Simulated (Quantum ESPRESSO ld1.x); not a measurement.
Problem. Coherent X-ray form factor from a spherical all-electron density. Calculated with ld1.x of Quantum ESPRESSO 7.5: scalar-relativistic Kohn-Sham, Slater X-alpha with alpha = 1, spin-unpolarised, spherical densities, point nucleus.

sin(theta)/lambda (1/angstrom)  f0 (electrons)
0.05                                    79.897
0.1                                     77.056
0.15                                    73.322
0.2                                     69.290
0.25                                    65.273
0.3                                     61.427
0.4                                     54.494
0.5                                     48.648
0.6                                     43.761
0.8                                     36.016
1                                       29.936
1.25                                    23.995
1.5                                     19.770
2                                       15.110

The species is in the configuration that NIST lists as its ground one. Which atom or ion scatters so?

Solution. Neutral thallium, [Hg] 6p1. Extrapolating in s^2 from the first two rows gives f0(0) = 80.8, near the electron count 81; among species with that count, the fall with angle is slower the higher Z, and the table is that of Z = 81; from so few rows the species is fixed only to a neighbour or two.
